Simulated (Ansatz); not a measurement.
Basis sets compared for Al9N9, a nanocrystal cut from zinc blende AlN (bare). The state is a singlet with charge 0. Geometry PBE-D4/def2-SVP. Ansatz on 2 threads of AMD EPYC 7R13 on a shared host and a share (18 GiB) of an NVIDIA H100 80GB HBM3; times are rough, and most runs start from earlier orbitals.

Cartesian coordinates in Å:
```
Al 1.222 -1.259 -2.305
Al -2.852 -0.695 1.298
Al -0.829 -0.200 2.768
Al 1.479 -1.058 0.872
Al -0.992 -1.193 -1.169
Al -1.048 1.366 0.143
Al 1.747 1.231 -1.032
Al 0.051 0.811 -2.824
Al 1.179 1.090 1.956
N -2.181 -0.134 -0.257
N 0.707 -1.830 -0.597
N -0.555 -0.929 -2.928
N 0.934 -0.684 2.592
N -2.451 -0.988 2.954
N -0.607 1.545 1.907
N 1.920 0.403 -2.666
N 2.307 0.666 0.580
N -0.032 1.860 -1.293
```

Single mean-field runs in def2-TZVP are fitted with def2-universal-jkfit.

Binding counts from free atoms (Al doublet, N quartet) in the same basis, without a counterpoise term.

| level | functions | energy (Eh) | HOMO (eV) | LUMO (eV) | binding per atom (eV) | wall time |
| --- | --- | --- | --- | --- | --- | --- |
| HF/STO-3G | 126 | -2635.2256 | -3.76 | 5.60 | 3.07 | 7 s |
| HF/6-31G | 198 | -2667.1623 | -9.32 | -0.77 | 1.53 | 17 s |
| PBE-D4/def2-SVP | 288 | -2672.4147 | -5.16 | -3.92 | 4.45 | 6.5 s |
| PBE0-D4/def2-SVP | 288 | -2672.5877 | -6.28 | -3.17 | 4.23 | 7.5 s |

(1) Estimate the rows for PBE-D4/def2-TZVP, PBE0-D4/def2-TZVP (with forces).

Answers

(1) 
```json
{"level": "PBE-D4/def2-TZVP", "functions": "612", "energy (Eh)": "-2673.7804", "HOMO (eV)": "-5.22", "LUMO (eV)": "-4.00", "binding per atom (eV)": "4.45", "wall time": "8.5 s"}
{"level": "PBE0-D4/def2-TZVP (with forces)", "functions": "612", "energy (Eh)": "-2673.9424", "HOMO (eV)": "-6.31", "LUMO (eV)": "-3.25", "binding per atom (eV)": "4.24", "wall time": "8.6 s"}
```
